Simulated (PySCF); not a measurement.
An unknown shows these calculated signals:

1H NMR (400 MHz, computed): δ 8.34 (s, 1H), 5.37 (s, 3H), 2.92 (s, 3H).

13C{1H} NMR (computed): δ 197.8 (C), 154.6 (C), 137.3 (CH), 31.2 (CH3).

All values are calculated (PySCF 2.14): σ from GIAO-PBE0/pcSseg-1, GFN2-xTB structure. Non-relativistic, averaged over atoms made equivalent by symmetry, fast rotation or ring inversion, gas phase, single conformer.

Chemical shifts δ = σref − σ; 1H, 13C against TMS, all at this level.

Which of these does the molecule contain: a ketone, a Si–CH3 group, a Si–H bond, a heteroaromatic ring, an S-methyl group, a vinyl group CH=CH2?

Answers


- A ketone: yes (δC 197.8).
- A Si–CH3 group: no.
- A Si–H bond: yes (δH 5.37 (s)).
- A heteroaromatic ring: yes.
- An S-methyl group: no.
- A vinyl group CH=CH2: no.

The data belong to SMILES [SiH3]n1cc(C(C)=O)nn1, C4H7N3OSi; they needn't prove each group on their own.

Carbon signals by region: 1 in the far downfield region (above 160 ppm), 2 in the sp2 and nitrile region (100–160 ppm), 1 below 50 ppm. Above 160 ppm: 197.8, ketone carbonyl carbon.

Shifts are as computed. Against solution values, carbons near 30 ppm lie about +3 ppm off and those near 130 ppm about +5 ppm. Of 1211 compounds with measured shifts, 218 miss one by over three times the rms of a fit or turn the order of signals round; such compounds aren't used in these exercises. Multiplicities follow the n + 1 count of equivalent neighbours, as no J values were calculated; m marks all less simple cases, F and P coupling included.
